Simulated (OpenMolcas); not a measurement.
# Nb⁺: the spin-orbit constant, thermal populations, Racah parameters, worked from levels

```json
{"Program": "OpenMolcas 26.06", "Basis": "ANO-R2 [7s5p4d2f1g]", "Scalar Hamiltonian": "X2C, finite nucleus", "Active space": "4 electrons in 5 orbitals (4d)", "State averaging": "2S+1 = 5 even, 5 roots; 2S+1 = 3 even, 45 roots; 2S+1 = 1 even, 50 roots (49 in the spin-orbit step)", "Spin-orbit coupling": "RASSI with atomic mean-field integrals over the reference wave functions, term energies averaged over their components"}
```

Methods: CASSCF; MS-CASPT2, IPEA 0.25 Eh, imaginary shift 0.1 Eh (closed shells correlated: 4s 4p). Measured levels: NIST Handbook of Basic Atomic Spectroscopic Data.

**The spin-orbit constant.** For the Hund term ⁵D of d4, E(J) = (A/2) J(J+1) + constant and ζ = 2S·A = 4A. From J = 0 to J = 4 the energy changes by 10 A.

```csv
Source,E(4) - E(0),A,ζ
CASSCF,1194.3,119.4,478
MS-CASPT2,1226.5,122.7,491
measured,1224.8,122.5,490
```

All in cm-1. MS-CASPT2 is off by +0.1 % and CASSCF by -2.5 %. Both methods take the spin-orbit matrix elements from the reference wave functions, so the second can move ζ only through the term energies and any multistate remixing. Second-order mixing with other terms is absorbed into this ζ.

**Thermal populations.** Z = Σ (2J + 1) exp(-E/kT) with k = 0.695035 cm-1/K, over the levels below. No other level of either list lies under 2310 cm-1, which is above 7 kT at each temperature.

```json
{"Level": "4d⁴ ⁵D₀", "2J + 1": "1", "MS-CASPT2": "0.0", "measured": "0.0"}
{"Level": "4d⁴ ⁵D₁", "2J + 1": "3", "MS-CASPT2": "155", "measured": "159"}
{"Level": "4d⁴ ⁵D₂", "2J + 1": "5", "MS-CASPT2": "432", "measured": "438"}
{"Level": "4d⁴ ⁵D₃", "2J + 1": "7", "MS-CASPT2": "798", "measured": "801"}
{"Level": "4d⁴ ⁵D₄", "2J + 1": "9", "MS-CASPT2": "1226", "measured": "1225"}
```

| T (K) | Z, MS-CASPT2 | Z, measured levels | Ground level (%), MS-CASPT2 | Ground level (%), measured levels |
| --- | --- | --- | --- | --- |
| 300 | 3.234 | 3.187 | 30.9 | 31.4 |

At 300 K, kT = 209 cm-1, and the computed levels give Z = 1.000 + 1.427 + 0.630 + 0.152 + 0.025 = 3.234.

**Racah parameters.** Above ⁵D, d4 has ³G at 9B + 4C, ³H at 4B + 4C and ³D at 16B + 4C. The first two fix B and C, and the third tests them; where it misses by thousands of cm-1, two parameters do not describe the configuration (Trees and configuration-interaction terms are left out) and B and C hang on the terms chosen. Term energies are centres of gravity, weighted by 2J + 1.

```tsv
Source	³G	³H	B	C	C/B	³D from B, C	³D found
CASSCF	15968	12554	683	2456	3.60	20752	20208
MS-CASPT2	12522	10103	484	2042	4.22	15912	15298
```

Energies in cm-1. From CASSCF to MS-CASPT2, B changes by -29.1 % and C by -16.9 %.

CASPT2 breaks the degeneracy within a term, and the mean is taken; among the terms shown or strongly mixed into the levels shown the widest spread is 420 cm-1 (4d⁴ ³H, MS-CASPT2). Some high roots are left out of the spin-orbit mixing, which shifts the levels that they would mix with. Configurations with an s electron lie low at this charge and mix in, so terms can be misplaced. Without dynamic correlation excited terms often stand tens of per cent too high (terms of higher spin than the ground term too low), and those without a measured partner can miss by more than the paired ones (holds for CASSCF). The CASPT2 spread within a term exceeds the gap to the next term for 4d⁴ ³H and 4d⁴ ³F(1), so the order of their levels is uncertain, and so are names and mixing where such terms share a J (holds for MS-CASPT2). Measured partners are found by configuration, term and J. A level has none where our copy of the source lacks it or the pairing is in doubt (some pairs that miss far off the trend of their configuration count as doubtful), and it then counts in no deviation. Levels of configurations outside the active space are missing.

A number in round brackets counts repeated terms of one configuration in the order of the reference energies.
